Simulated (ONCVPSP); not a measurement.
Before and after: ONCV potential for B

ONCVPSP 4.0.1 input, shortened (lines: element, Z, core and valence counts, functional; n l f; lmax; l rc ep ncon nbas qcut; lloc lpopt rc5 dvloc0; l nproj debl; icmod fcfact rcfact), PBE, scalar-relativistic:

```
  B 5.00    1    2        4      upf
    1    0    2.00
    2    0    2.00
    2    1    1.00
    2
    0    1.05    0.00    4    9    7.60
    1    2.75    0.00    3    7    5.60
    2    2.10    0.10    4    8    3.90
    0    5    1.05    0.00
    0    0    1.20
    1    2    1.50
    2    2    3.30
    2    0.50    0.65
```

All-electron outer shells of the reference configuration (PBE, scalar-relativistic, ld1.x):

```json
{"shell": "1s", "level (eV)": "-180.59", "outermost node (bohr)": "–", "outermost maximum (bohr)": "0.21"}
{"shell": "2s", "level (eV)": "-9.44", "outermost node (bohr)": "0.46", "outermost maximum (bohr)": "1.52"}
{"shell": "2p", "level (eV)": "-3.61", "outermost node (bohr)": "–", "outermost maximum (bohr)": "1.57"}
```

Change: all radii but the core radius scaled by about 1.08 (s 1.14, p 2.98, d 2.28 bohr).

Cutoffs: the cutoffs (Ha) at which the residual kinetic energy of the hardest occupied pseudo-wave falls to 1 and 0.1 mHa per electron; they do not see the model core or the augmentation charge, which bear on the density cutoff. Errors are all-electron minus pseudo energies relative to the spin-unpolarised reference configuration.

Q: What does the change do?

A: The potential gets neither clearly harder nor softer (12 Ha and 44 Ha → 12 Ha and 16 Ha); of the 4 tests that both files solve, the error grows in 4 and shrinks in 0 by more than 15 % and 0.3 meV (median size 35.9 → 43.1 meV); neither file shows a bound ghost. More of the atom is replaced by a form fitted at one configuration, so other configurations suffer.

| quantity | base | changed |
| --- | --- | --- |
| cutoff, loose | 12 Ha | 12 Ha |
| cutoff, tight | 44 Ha | 16 Ha |
| loose cutoff by channel | s 12 Ha, p 8.2 Ha | s 12 Ha, p 7.6 Ha |
| bound ghosts | none | none |
| GHOST(+) flags under 300 eV | none | none |
| error for 2s2 2p0, meV [ΔE 8.22 eV] | +54 | +64 |
| error for 2s1 2p0, meV [ΔE 33.64 eV] | +201 | +232 |
| error for 2s2 2p0.5, meV [ΔE 2.89 eV] | +7.7 | +9.3 |
| error for 2s1 2p1, meV [ΔE 14.36 eV] | -18 | -22 |
| rms error of d²Exc/dni dnj with the model core, mHa | 2.24 | 2.28 |
